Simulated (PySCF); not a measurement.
Input for PySCF: R-HF/STO-3G on GaH (SMILES [GaH]), 2S+1 = 1, a spin state set in the input, which need not be the lowest.

```python
from pyscf import gto, scf, dft, mp
from pyscf.data.elements import chemcore

mol = gto.M(
    atom='''
    Ga   -0.00000000   -0.00000000   -0.05278339
    H     0.00000000    0.00000000    1.63628517
    ''',
    basis='sto-3g',
    charge=0, spin=0, verbose=3, max_memory=1800)
mf = scf.RHF(mol)
mf.conv_tol = 1e-8
mf.max_cycle = 100
mf.kernel()
if not mf.converged:
    mf = mf.newton().run(mf.mo_coeff, mf.mo_occ)
```

Question: Predict the final total energy.

Answer: -1901.3314 hartree.
